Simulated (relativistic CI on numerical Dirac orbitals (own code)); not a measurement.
Line list: Electric-dipole lines, W³⁴⁺

These numbers are calculated, not measured: Dirac-Coulomb-Breit CI, separate exchange-only KLI orbitals for each configuration, model QED, unscaled Slater integrals (own radial code, finite nucleus).

Configurations in the expansion (outside the closed core [Ar] 3d10): 4s²4p⁶4d⁴, 4s²4p⁶4d³4f, 4s²4p⁵4d⁵, 4s4p⁶4d⁵, 4s4p⁶4d⁴4f, 4s²4p⁶4d³5s, 4s²4p⁶4d³5d, 4s²4p⁶4d³5g, 4p⁶4d⁶, 4p⁵4d⁷, 4s²4p⁶4d²5s², 4s²4p⁶4d4f5s², 4s4p⁶4d²4f5s², 4s²4p⁶4d5s²5d. Double excitations out of closed p, d and f shells are left out; levels of such configurations are missing from the list, as are those of other unlisted configurations, and high levels can miss mixing partners.

```tsv
λ vac (nm)	Lower	Upper	A (s⁻¹)	gf	Branching (%)
5.7906	4s²4p⁶4d⁴ ⁵D1 [2]	4s²4p⁶4d³4f ¹D°2 [147]	1.07e+11	2.69e-01	48.8
5.9216	4s²4p⁶4d⁴ ³F4 [3]	4s²4p⁶4d³4f ³D°3 [149]	1.02e+11	3.77e-01	58.4
6.0428	4s²4p⁶4d⁴ ³H4 [8]	4s²4p⁶4d³4f ⁵P°3 [196]	1.26e+11	4.83e-01	41.7
6.1157	4s²4p⁶4d⁴ ³H5 [10]	4s²4p⁵4d⁵ ¹H°5 [199]	6.57e+10	4.05e-01	24.3
6.1603	4s²4p⁶4d⁴ ³H6 [12]	4s²4p⁵4d⁵ ¹H°5 [199]	1.50e+11	9.40e-01	55.6
6.2212	4s²4p⁶4d⁴ ³H6 [12]	4s²4p⁵4d⁵ ³G°5 [190]	7.10e+10	4.53e-01	41.8
6.2602	4s²4p⁶4d⁴ ³H6 [12]	4s²4p⁶4d³4f ³L°7 [185]	5.06e+10	4.46e-01	100.0
6.3857	4s²4p⁶4d⁴ ³H6 [12]	4s²4p⁶4d³4f ⁵G°5 [166]	1.12e+11	7.55e-01	79.2
6.3936	4s²4p⁶4d⁴ ³F4 [3]	4s²4p⁶4d³4f ⁵I°5 [96]	3.39e+10	2.28e-01	93.2
6.4895	4s²4p⁶4d⁴ ⁵D2 [4]	4s²4p⁵4d⁵ ⁵P°1 [85]	1.38e+11	2.62e-01	69.8
6.5300	4s²4p⁶4d⁴ ³H5 [10]	4s²4p⁵4d⁵ ¹G°4 [140]	7.62e+10	4.38e-01	79.9
6.5497	4s²4p⁶4d⁴ ³F4 [3]	4s²4p⁵4d⁵ ³F°3 [80]	5.98e+10	2.69e-01	71.7
6.5713	4s²4p⁶4d⁴ ³F3 [5]	4s²4p⁵4d⁵ ⁵D°2 [82]	1.09e+11	3.53e-01	82.4
6.5994	4s²4p⁶4d⁴ ³F4 [3]	4s²4p⁵4d⁵ ³F°3 [74]	7.51e+10	3.43e-01	80.9
6.6031	4s²4p⁶4d⁴ ³H4 [8]	4s²4p⁶4d³4f ³G°3 [119]	8.40e+10	3.84e-01	69.9
6.6034	4s²4p⁶4d⁴ ³F4 [3]	4s²4p⁶4d³4f ⁵I°4 [73]	7.90e+10	4.65e-01	93.1
6.7341	4s²4p⁶4d⁴ ³P0 [1]	4s²4p⁵4d⁵ ³D°1 [38]	1.27e+11	2.59e-01	97.6
6.8261	4s²4p⁶4d⁴ ³F4 [3]	4s²4p⁶4d³4f ³H°4 [62]	3.89e+10	2.45e-01	90.3
6.8791	4s²4p⁶4d⁴ ³H6 [12]	4s²4p⁵4d⁵ ³H°6 [109]	4.91e+10	4.53e-01	97.2
7.0611	4s²4p⁶4d⁴ ³F4 [3]	4s²4p⁵4d⁵ ³G°5 [50]	3.03e+10	2.49e-01	91.3
```

Terms are leading LS components. Brackets give the number of a level in order of energy, since labels repeat. The list gives strong lines, with weight on those to low levels, without lines whose two gauges differ by over a factor of 2.5, among the lowest 200 of 2007 levels, so that lines to higher ones, which can be the strongest, are missing. Levels whose partners in the same complex of configurations lie outside the list can be far off, and so can their lines. Rates are taken at the computed energies, electric ones in the length gauge.

At this charge energies of transitions that change n are usually good to better than 1 %, and those within a shell (Δn = 0) to a few per cent. Terms inside the open d or f shell come out 10 to 20 % too wide with unscaled integrals.

LS names give the leading component of a level, which can be under half, so a name can repeat, a term be missing and a line seem to break the LS rules.
